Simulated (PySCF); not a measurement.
## Dipole response of Sc (scandium, neutral)

[Ar] 3d1 4s1 4p1, one real determinant (an excited configuration). Computed with PySCF 2.14 in aug-cc-pVDZ (7s6p4d2f, 59 functions), with no relativity, point nucleus. Coupled (time-dependent) response in atomic units; α is the mean over directions. A double-zeta set is small for polarisabilities.

```json
{"method": "UHF", "mean α (bohr³)": "232.0", "α xx, yy, zz": "218.2, 218.2, 259.5", "C₆ (like pair)": "2454", "S(−4)": "184400"}
```

S(−4) is the Cauchy moment in α(ω) = α(0) + S(−4) ω² + …

α(iu) at UHF:

| u (hartree) | α(iu) (bohr³) |
| --- | --- |
| 0 | 232.0 |
| 0.0500 | 124.6 |
| 0.100 | 78.07 |
| 0.200 | 37.14 |
| 0.300 | 21.36 |
| 0.500 | 10.27 |
| 0.750 | 5.860 |
| 1.00 | 3.978 |
| 1.50 | 2.268 |
| 2.00 | 1.473 |
| 3.00 | 0.7564 |
| 5.00 | 0.3025 |

A single London oscillator, α(iu) = α/(1 + u²/ω²), gives C₆ = (3/4) ω α². Matching the computed C₆ needs ω = 4 × 2454 / (3 × 232.0²) = 0.0608 hartree.

The components differ because the open shell of this determinant is not spherical; for a pure term their mean is the scalar polarisability.

⟨L²⟩ = 8.17 against 12 for a pure F term, so this real determinant mixes terms.
